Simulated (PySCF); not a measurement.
CH5O (SMILES C[OH2+]), charge +1, singlet, geometry from GFN2-xTB; PySCF with SVWN5/def2-SVP.

Input for PySCF:
```python
from pyscf import gto, scf, dft

mol = gto.M(
    atom='''
C    -0.01927668    0.75112854    0.00090995
O    -0.01945091   -0.71002909    0.07309383
H    -1.05393514    1.08479565    0.06211764
H     0.89956319   -1.05604335    0.06619891
H     0.52546643    1.12435414    0.86667889
H     0.43988827    1.11244731   -0.91822338
H    -0.53971541   -1.09209225   -0.66698245
''',
    basis='def2-svp',
    charge=1,
    verbose=4,
)

mf = dft.RKS(mol)
mf.xc = 'lda,vwn'
mf.small_rho_cutoff = 0
mf.kernel()
mf.analyze()
```

It wrote (shortened):

```
PySCF version 2.14.0

[INPUT] verbose = 4
[INPUT] num. atoms = 7
[INPUT] num. electrons = 18
[INPUT] charge = 1
[INPUT] spin (= nelec alpha-beta = 2S) = 0
[INPUT] symmetry False subgroup None
[INPUT] Mole.unit = angstrom
[INPUT] Symbol           X                Y                Z      unit          X                Y                Z       unit  Magmom
[INPUT]  1 C     -0.019276680000   0.751128540000   0.000909950000 AA   -0.036427645791   1.419427224944   0.001719556287 Bohr   0.0
[INPUT]  2 O     -0.019450910000  -0.710029090000   0.073093830000 AA   -0.036756892774  -1.341760520574   0.138127320096 Bohr   0.0
[INPUT]  3 H     -1.053935140000   1.084795650000   0.062117640000 AA   -1.991648767655   2.049966679620   0.117385327104 Bohr   0.0
[INPUT]  4 H      0.899563190000  -1.056043350000   0.066198910000 AA    1.699928060840  -1.995632707168   0.125097809645 Bohr   0.0
[INPUT]  5 H      0.525466430000   1.124354140000   0.866678890000 AA    0.992987640353   2.124721391621   1.637785740042 Bohr   0.0
[INPUT]  6 H      0.439888270000   1.112447310000  -0.918223380000 AA    0.831268355709   2.102220743909  -1.735190709372 Bohr   0.0
[INPUT]  7 H     -0.539715410000  -1.092092250000  -0.666982450000 AA   -1.019914310107  -2.063755255260  -1.260414160391 Bohr   0.0

nuclear repulsion = 46.4113128159519
number of shells = 27
number of NR pGTOs = 83
number of NR cGTOs = 53
basis = def2-svp
ecp = {}

******** <class 'pyscf.dft.rks.RKS'> ********
method = RKS
initial guess = minao
damping factor = 0
level_shift factor = 0
DIIS = <class 'pyscf.scf.diis.CDIIS'>
diis_start_cycle = 1
diis_space = 8
diis_damp = 0
SCF conv_tol = 1e-09
SCF conv_tol_grad = None
SCF max_cycles = 50
direct_scf = True
direct_scf_tol = 1e-13
XC library pyscf.dft.libxc version 7.1.2
    S. Lehtola, C. Steigemann, M. J. T. Oliveira, and M. A. L. Marques,  SoftwareX 7, 1–5 (2018)
XC functionals = lda,vwn
    P. A. M. Dirac,  Math. Proc. Cambridge Philos. Soc. 26, 376 (1930)
    F. Bloch,  Z. Phys. 57, 545 (1929)
    S. H. Vosko, L. Wilk, and M. Nusair,  Can. J. Phys. 58, 1200 (1980)
radial grids:
    Treutler-Ahlrichs [JCP 102, 346 (1995); DOI:10.1063/1.469408] (M4) radial grids

becke partition: Becke, JCP 88, 2547 (1988); DOI:10.1063/1.454033
pruning grids: <function nwchem_prune>
grids dens level: 3
symmetrized grids: False
atomic radii adjust function: <function treutler_atomic_radii_adjust>
small_rho_cutoff = 0
Set gradient conv threshold to 3.16228e-05
Initial guess from minao.
tot grids = 77240
init E= -115.33419752166
  HOMO = -0.386881515471812  LUMO = -0.0430065881519401  gap/eV = 9.35731
cycle= 1 E= -114.962598042833  delta_E= 0.372  |g|= 0.361  |ddm|= 2.29
  HOMO = -0.526815288587564  LUMO = -0.254187462070404  gap/eV = 7.41858
cycle= 2 E= -114.945955749623  delta_E= 0.0166  |g|= 0.487  |ddm|= 0.508
  HOMO = -0.571681518537487  LUMO = -0.271519551530891  gap/eV = 8.16782
cycle= 3 E= -114.986478086956  delta_E= -0.0405  |g|= 0.0936  |ddm|= 0.31
  HOMO = -0.572045600160953  LUMO = -0.263959663179111  gap/eV = 8.38345
cycle= 4 E= -114.988226273337  delta_E= -0.00175  |g|= 0.0159  |ddm|= 0.0685
  HOMO = -0.569843903910126  LUMO = -0.262816010079209  gap/eV = 8.35465
cycle= 5 E= -114.988282501406  delta_E= -5.62e-05  |g|= 0.00557  |ddm|= 0.0159
  HOMO = -0.570112356879878  LUMO = -0.262943957718929  gap/eV = 8.35848
cycle= 6 E= -114.988289884598  delta_E= -7.38e-06  |g|= 0.000377  |ddm|= 0.00439
  HOMO = -0.570065589904638  LUMO = -0.262963656354442  gap/eV = 8.35667
cycle= 7 E= -114.988289921193  delta_E= -3.66e-08  |g|= 5.61e-05  |ddm|= 0.000411
  HOMO = -0.570072109014254  LUMO = -0.262963514985759  gap/eV = 8.35685
cycle= 8 E= -114.988289921997  delta_E= -8.03e-10  |g|= 8.62e-06  |ddm|= 6.37e-05
  HOMO = -0.570072719934869  LUMO = -0.262963493177162  gap/eV = 8.35687
Extra cycle  E= -114.988289921999  delta_E= -1.88e-12  |g|= 9.23e-06  |ddm|= 1.43e-05
converged SCF energy = -114.988289921999
**** SCF Summaries ****
Total Energy =                        -114.988289921998614
Nuclear Repulsion Energy =              46.411312815951938
One-electron Energy =                 -243.316082763181896
Two-electron Energy =                   81.916480025231365
Two-electron Coulomb Energy =           96.513093279021703
DFT Exchange-Correlation Energy =      -14.596613253790336
HOMO-LUMO gap [eV] =                     8.356867719607676
**** MO energy ****
MO #1   energy= -19.0016831317615  occ= 2
MO #2   energy= -10.082292638168   occ= 2
MO #3   energy= -1.30441389038544  occ= 2
MO #4   energy= -0.911411839803242 occ= 2
MO #5   energy= -0.856452123018799 occ= 2
MO #6   energy= -0.741202935772672 occ= 2
MO #7   energy= -0.68478622475793  occ= 2
MO #8   energy= -0.600398087112844 occ= 2
MO #9   energy= -0.570072719934869 occ= 2
MO #10  energy= -0.262963493177162 occ= 0
MO #11  energy= -0.182102387980001 occ= 0
MO #12  energy= -0.163440988908823 occ= 0
MO #13  energy= -0.122816648105614 occ= 0
MO #14  energy= -0.0940437575077863 occ= 0
MO #15  energy= -0.0932761633080472 occ= 0
MO #16  energy= 0.138372235412658  occ= 0
MO #17  energy= 0.14777100816915   occ= 0
 ** Mulliken pop on meta-lowdin orthogonal AOs  **
 ** Mulliken pop  **
 ** Mulliken atomic charges  **
charge of    0C =     -0.14898
charge of    1O =     -0.22471
charge of    2H =      0.18445
charge of    3H =      0.41850
charge of    4H =      0.18444
charge of    5H =      0.16781
charge of    6H =      0.41850

WARN: System has nonzero charge 1; the dipole moment is origin-dependent.
Location of origin: [0. 0. 0.]

Dipole moment(X, Y, Z, Debye):  0.72366, -1.50189, -1.34679
```
